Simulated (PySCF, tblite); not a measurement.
Isomers of [C5H8PSi]- (charge -1), one GFN2-xTB conformer each. Single-point energies are computed at PBE0/pcSseg-1 (PySCF, gas phase, no added dispersion term), electronic only.

```csv
SMILES,GFN2-xTB relative energy (kJ/mol)
Cc1c[p-]cc1[SiH3],0.0
Cc1c[p-]c([SiH3])c1,13.4
Cc1ccc([SiH3])[p-]1,19.6
```

Question: What does PBE0/pcSseg-1 give for the same structures?

Answer: 
```
             SMILES  PBE0/pcSseg-1 E (Eh)  PBE0/pcSseg-1 (kJ/mol)  GFN2-xTB (kJ/mol)  point group
Cc1c[p-]c([SiH3])c1            -825.68089                     0.0               13.4           Cs
Cc1ccc([SiH3])[p-]1            -825.68069                     0.5               19.6      near Cs
  Cc1c[p-]cc1[SiH3]            -825.67858                     6.1                0.0           Cs
```

GFN2-xTB puts Cc1c[p-]cc1[SiH3] lowest instead; measured from each level's own lowest isomer, the values differ by up to 19.1 kJ/mol (Cc1ccc([SiH3])[p-]1: 19.6 against 0.5). Neighbours under 21 kJ/mol apart (Cc1c[p-]c([SiH3])c1 and Cc1ccc([SiH3])[p-]1; Cc1ccc([SiH3])[p-]1 and Cc1c[p-]cc1[SiH3]) can change places with a better method, another conformer or zero-point energy.

Question: What happens when harmonic zero-point energies from GFN2-xTB frequencies are added?

Answer: 
```json
{"SMILES": "Cc1c[p-]c([SiH3])c1", "ZPE (kJ/mol)": "273.2", "electronic (kJ/mol)": "0.0", "with ZPE (kJ/mol)": "0.0"}
{"SMILES": "Cc1ccc([SiH3])[p-]1", "ZPE (kJ/mol)": "273.4", "electronic (kJ/mol)": "0.5", "with ZPE (kJ/mol)": "0.7"}
{"SMILES": "Cc1c[p-]cc1[SiH3]", "ZPE (kJ/mol)": "274.2", "electronic (kJ/mol)": "6.1", "with ZPE (kJ/mol)": "7.1"}
```

The zero-point energies span 1.0 kJ/mol. The order is unchanged.
